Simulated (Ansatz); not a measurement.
This geometry of BH5N2O (9 atoms, charge 0, multiplicity 1) is a first-order saddle point.

Computed with Ansatz 0.2.0, RKS PBE0-D4/cc-pVDZ.

```xyz
9
Properties=species:S:1:pos:R:3
N -0.570 0.905 -0.788
B -0.085 0.011 0.288
N 0.865 -1.012 0.100
O -0.587 0.180 1.560
H -0.985 0.369 -1.551
H 0.203 1.412 -1.219
H 1.175 -1.606 0.857
H 1.290 -1.214 -0.791
H -1.218 0.908 1.528
```

(1) Which two structures does it join? (They come from a converged band through this point; their orientation in space is the band's.)

(2) How far does it lie above each of them?

## Answers

(1) No bond is made or broken. The height of N1 over the plane of its neighbours goes from -0.17 to 0.17 Å. The two ends are copies of one structure, up to a mirror image or an exchange of like atoms.

First end point:

```xyz
9
Properties=species:S:1:pos:R:3
N -0.401 0.850 -0.830
B -0.087 -0.094 0.197
N 1.156 -0.781 0.226
O -0.973 -0.377 1.226
H -1.358 1.116 -1.017
H 0.170 0.912 -1.662
H 1.434 -1.279 1.059
H 1.930 -0.532 -0.370
H -1.782 0.138 1.154
```

Last end point:

```xyz
9
Properties=species:S:1:pos:R:3
N -0.400 0.849 -0.831
B -0.087 -0.093 0.198
N 1.153 -0.785 0.224
O -0.971 -0.370 1.230
H 0.167 0.905 -1.666
H -1.356 1.122 -1.014
H 1.431 -1.284 1.057
H 1.928 -0.538 -0.373
H -1.778 0.146 1.158
```

(2) 0.296 eV above the first and 0.296 eV above the second. This is the barrier of this one path; another mechanism may lie lower.

The run took 3 min on 1 thread of Arm Neoverse V1 (shared host), peak memory 0.15 GiB.
